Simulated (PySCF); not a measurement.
# Choosing a basis for TDDFT

Compound: C4H5FO2.
Cartesian coordinates in Å at the PBE0-D3(BJ)/def2-SVP level; atoms count from 1:
```xyz
12
C4H5FO2 angstrom
O     -0.1250    0.5988    2.1705
C      0.2024    0.5467    1.0289
C      1.4918    0.6374    0.2298
O      0.7404    0.5373   -0.9791
C     -0.5139    0.3676   -0.3175
C     -1.1249   -0.9873   -0.5473
F     -0.2739   -1.9593   -0.0881
H      2.0499    1.5854    0.3272
H      2.1767   -0.2149    0.3880
H     -1.2428    1.1636   -0.5622
H     -1.2956   -1.1446   -1.6258
H     -2.0866   -1.0608   -0.0111
```

TDDFT with PBE0 (PySCF), vertical singlets, core orbitals frozen in the response, spherical d and f functions. Geometry: PBE0-D3(BJ)/def2-SVP, one conformer, isolated molecule.

**Question.** How do the low singlets change with the basis? Take 6-31G*, def2-SVP, 6-31+G*, def2-SVPD, aug-cc-pVDZ and def2-TZVP.

**Answer.** 

| basis | functions | diffuse | S1 (eV) | S2 (eV) | S3 (eV) | S4 (eV) | S5 (eV) | LUMO (eV) | α (au) |
| --- | --- | --- | --- | --- | --- | --- | --- | --- | --- |
| 6-31G* | 108 | no | 4.40 | 5.67 | 7.41 | 7.91 | 8.02 | -0.81 | 44.5 |
| def2-SVP | 123 | no | 4.40 | 5.64 | 7.38 | 7.93 | 8.03 | -0.99 | 44.7 |
| 6-31+G* | 136 | yes | 4.40 | 5.62 | 7.06 | 7.22 | 7.25 | -1.21 | 50.8 |
| def2-SVPD | 189 | yes | 4.38 | 5.60 | 7.38 | 7.40 | 7.51 | -1.28 | 53.4 |
| aug-cc-pVDZ | 206 | yes | 4.36 | 5.60 | 6.75 | 7.01 | 7.11 | -1.20 | 54.4 |
| def2-TZVP | 247 | no | 4.38 | 5.66 | 7.40 | 7.60 | 7.67 | -1.12 | 51.2 |

States are compared by their number. Against the largest diffuse basis here (aug-cc-pVDZ, itself not a converged limit), sets without diffuse functions differ by up to 0.05 eV in S1 and 0.92 eV in S5; the smaller diffuse sets differ by up to 0.04 and 0.40 eV. State by state, the largest deviation of a set without diffuse functions is S1 0.05, S2 0.07, S3 0.66, S4 0.91, S5 0.92 eV. The same number needn't mean the same state in each row. Against aug-cc-pVDZ the polarisability deviates by -18% in 6-31G*, -18% in def2-SVP, -7% in 6-31+G*, -2% in def2-SVPD, -6% in def2-TZVP. A single + in a Pople set puts diffuse functions on heavy atoms only.
